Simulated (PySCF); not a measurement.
Polarisability and C₆ of Bi²⁺ (bismuth, charge +2)

[Xe] 4f14 5d10 6s2 6p1, 2P determinant. Calculation: PySCF 2.14, in aug-cc-pVQZ-PP with ECP60MDF; a scalar-relativistic core potential. Coupled (time-dependent) response in atomic units; α is the mean over directions.

```json
{"method": "UHF", "mean α (bohr³)": "16.98", "α xx, yy, zz": "16.22, 18.50, 16.22", "C₆ (like pair)": "124.8", "S(−4)": "72.48"}
{"method": "PBE", "mean α (bohr³)": "16.05", "α xx, yy, zz": "14.94, 18.27, 14.94", "C₆ (like pair)": "116.6", "S(−4)": "66.96"}
{"method": "PBE0", "mean α (bohr³)": "16.13", "α xx, yy, zz": "15.14, 18.11, 15.14", "C₆ (like pair)": "117.4", "S(−4)": "66.21"}
```

S(−4) is the Cauchy moment in α(ω) = α(0) + S(−4) ω² + …

Spin-orbit coupling is absent.

α(iu) at UHF:

```
u (hartree)  α(iu) (bohr³)
          0          16.98
     0.0500          16.80
      0.100          16.29
      0.200          14.59
      0.300          12.54
      0.500          9.027
      0.750          6.283
       1.00          4.696
       1.50          3.022
       2.00          2.154
       3.00          1.263
       5.00         0.5741
```

A single London oscillator, α(iu) = α/(1 + u²/ω²), gives C₆ = (3/4) ω α². Matching the computed C₆ needs ω = 4 × 124.8 / (3 × 16.98²) = 0.577 hartree.

For an ion, C₆ is the dispersion term alone; charge-induced terms of lower order in 1/R come first.

The components differ because the open shell of this determinant is not spherical; for a pure term their mean is the scalar polarisability.

Energies and moments cover only the electrons outside the core potential. Spin-orbit coupling, absent here, splits the open shell strongly.
